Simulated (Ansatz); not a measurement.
Born–Oppenheimer molecular dynamics of Cl$_{2}$GaH$_{3}$ (6 atoms, charge 0, multiplicity 1). It starts at the highest image of a converged band, a first-order saddle point between two minima.

Method: RKS B3LYP/def2-SVP in Ansatz 0.2.0.

```json
{
 "ensemble": "NVE (velocity Verlet)",
 "time step": "0.5 fs",
 "steps asked": "200",
 "starting velocities drawn for": "100 K",
 "seed": "8449"
}
```

Frames 0.5 fs apart, positions in Å, forces in eV/Å.

Velocities at 25 fs (Å/ps):

```
Ga -0.47 -5.34 1.05
H -3.25 59.03 25.27
Cl -0.07 0.64 0.85
H 15.54 45.25 26.83
Cl 0.58 4.84 -5.63
H 2.17 72.18 43.05
```

```xyz
6
Properties=species:S:1:pos:R:3:forces:R:3 time_fs=25 energy_less_start_eV=-0.902 T=1845
Ga 0.126 -0.288 -0.075 -0.59 -2.05 1.03
H 0.014 0.984 2.067 0.03 0.18 -0.03
Cl 2.056 -0.020 -0.921 0.29 0.24 -0.10
H -1.235 0.375 -0.482 0.30 -0.02 0.11
Cl 0.098 -2.299 1.254 -0.05 1.72 -1.13
H 0.058 0.231 2.187 0.03 -0.06 0.11
6
Properties=species:S:1:pos:R:3:forces:R:3 time_fs=25.5 energy_less_start_eV=-0.923 T=1886
Ga 0.126 -0.291 -0.075 -0.57 -2.00 1.04
H 0.013 1.014 2.080 0.02 0.30 -0.06
Cl 2.056 -0.020 -0.921 0.28 0.23 -0.10
H -1.227 0.397 -0.468 0.30 -0.05 0.11
Cl 0.098 -2.297 1.251 -0.06 1.73 -1.12
H 0.059 0.267 2.209 0.04 -0.21 0.13
6
Properties=species:S:1:pos:R:3:forces:R:3 time_fs=26 energy_less_start_eV=-0.944 T=1925
Ga 0.126 -0.294 -0.074 -0.55 -1.95 1.04
H 0.011 1.044 2.092 0.01 0.38 -0.08
Cl 2.056 -0.020 -0.921 0.27 0.22 -0.10
H -1.218 0.420 -0.455 0.29 -0.07 0.10
Cl 0.099 -2.294 1.248 -0.06 1.73 -1.11
H 0.060 0.303 2.231 0.04 -0.30 0.14
6
Properties=species:S:1:pos:R:3:forces:R:3 time_fs=26.5 energy_less_start_eV=-0.964 T=1964
Ga 0.126 -0.296 -0.073 -0.53 -1.90 1.05
H 0.009 1.075 2.105 0.01 0.40 -0.08
Cl 2.056 -0.019 -0.920 0.27 0.21 -0.11
H -1.208 0.442 -0.441 0.28 -0.10 0.10
Cl 0.099 -2.291 1.245 -0.07 1.72 -1.10
H 0.061 0.338 2.253 0.04 -0.34 0.15
6
Properties=species:S:1:pos:R:3:forces:R:3 time_fs=27 energy_less_start_eV=-0.983 T=2002
Ga 0.125 -0.299 -0.073 -0.50 -1.84 1.06
H 0.008 1.108 2.117 0.01 0.35 -0.08
Cl 2.056 -0.019 -0.920 0.26 0.20 -0.11
H -1.198 0.464 -0.426 0.27 -0.12 0.09
Cl 0.099 -2.288 1.242 -0.08 1.71 -1.09
H 0.063 0.372 2.276 0.04 -0.30 0.14
6
Properties=species:S:1:pos:R:3:forces:R:3 time_fs=27.5 energy_less_start_eV=-1.003 T=2039
Ga 0.125 -0.302 -0.072 -0.47 -1.78 1.06
H 0.006 1.141 2.129 0.01 0.24 -0.06
Cl 2.056 -0.018 -0.919 0.25 0.18 -0.11
H -1.187 0.486 -0.412 0.25 -0.14 0.08
Cl 0.099 -2.285 1.239 -0.08 1.70 -1.08
H 0.064 0.405 2.299 0.04 -0.20 0.11
6
Properties=species:S:1:pos:R:3:forces:R:3 time_fs=28 energy_less_start_eV=-1.021 T=2075
Ga 0.125 -0.305 -0.071 -0.44 -1.72 1.06
H 0.005 1.174 2.140 0.02 0.09 -0.03
Cl 2.056 -0.018 -0.919 0.24 0.17 -0.12
H -1.176 0.507 -0.397 0.24 -0.16 0.07
Cl 0.100 -2.282 1.236 -0.09 1.69 -1.07
H 0.066 0.438 2.322 0.02 -0.06 0.08
6
Properties=species:S:1:pos:R:3:forces:R:3 time_fs=28.5 energy_less_start_eV=-1.038 T=2108
Ga 0.124 -0.308 -0.071 -0.40 -1.66 1.06
H 0.004 1.208 2.152 0.04 -0.07 0.02
Cl 2.056 -0.018 -0.919 0.23 0.16 -0.12
H -1.164 0.529 -0.382 0.22 -0.18 0.06
Cl 0.100 -2.279 1.232 -0.10 1.67 -1.05
H 0.068 0.470 2.346 0.01 0.09 0.03
6
Properties=species:S:1:pos:R:3:forces:R:3 time_fs=29 energy_less_start_eV=-1.054 T=2138
Ga 0.124 -0.312 -0.070 -0.36 -1.60 1.06
H 0.002 1.242 2.164 0.05 -0.22 0.06
Cl 2.056 -0.017 -0.918 0.22 0.15 -0.12
H -1.151 0.549 -0.367 0.20 -0.20 0.06
Cl 0.100 -2.276 1.229 -0.11 1.64 -1.04
H 0.069 0.503 2.369 0.00 0.23 -0.01
6
Properties=species:S:1:pos:R:3:forces:R:3 time_fs=29.5 energy_less_start_eV=-1.069 T=2167
Ga 0.123 -0.315 -0.069 -0.33 -1.53 1.05
H 0.001 1.275 2.176 0.06 -0.34 0.10
Cl 2.057 -0.017 -0.918 0.21 0.14 -0.12
H -1.138 0.569 -0.352 0.18 -0.22 0.05
Cl 0.100 -2.273 1.225 -0.11 1.61 -1.02
H 0.071 0.537 2.393 -0.02 0.34 -0.05
6
Properties=species:S:1:pos:R:3:forces:R:3 time_fs=30 energy_less_start_eV=-1.083 T=2194
Ga 0.123 -0.318 -0.068 -0.29 -1.47 1.04
H 0.000 1.308 2.188 0.07 -0.40 0.12
Cl 2.057 -0.016 -0.917 0.20 0.13 -0.13
H -1.125 0.589 -0.337 0.16 -0.23 0.04
Cl 0.101 -2.269 1.222 -0.12 1.58 -1.00
H 0.073 0.571 2.416 -0.02 0.40 -0.08
6
Properties=species:S:1:pos:R:3:forces:R:3 time_fs=30.5 energy_less_start_eV=-1.096 T=2221
Ga 0.123 -0.321 -0.067 -0.24 -1.40 1.04
H -0.001 1.339 2.200 0.07 -0.41 0.13
Cl 2.057 -0.016 -0.917 0.19 0.11 -0.13
H -1.111 0.608 -0.321 0.14 -0.25 0.03
Cl 0.101 -2.265 1.218 -0.13 1.54 -0.98
H 0.074 0.606 2.439 -0.03 0.40 -0.09
```

Of the whole run (100 fs, mean temperature of the second half 1806 K): The conserved energy stayed within 0.04 meV per atom of its start (net change -0.0038 meV per atom), so the integration is sound. The kinetic energy rose, since the run started high on the potential surface and went downhill. It ends in pieces (Cl2GaH + H2), so much of that is their flight and rotation, not heat. A run of 0.1 ps of so small a system gives no equilibrium averages. The orbitals stay closed-shell, which can raise the energy where a bond breaks towards radicals; this wasn't checked here.

Run time: 5.4 min on 2 threads of Arm Neoverse V1, with other jobs on the host, peak memory 0.2 GiB.
